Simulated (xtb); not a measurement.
AlClFHSe, SMILES [F][Al]([Cl])[SeH]. All values are semi-empirical tight-binding results from xtb (GFN2-xTB unless named), good for trends rather than for accurate numbers. The structure is a stationary point at GFN2-xTB. One conformer was computed; it need not be the lowest.

For metal compounds this method's bond lengths and energies can be far off.

| Item | Result |
|---|---|
| point group as xtb finds it | Cs |
| orbital gap | 3.53 eV |
| zero-point energy | 7.0 kcal/mol |
| G − E(el) at 298.15 K (modified RRHO) | -13.2 kcal/mol |
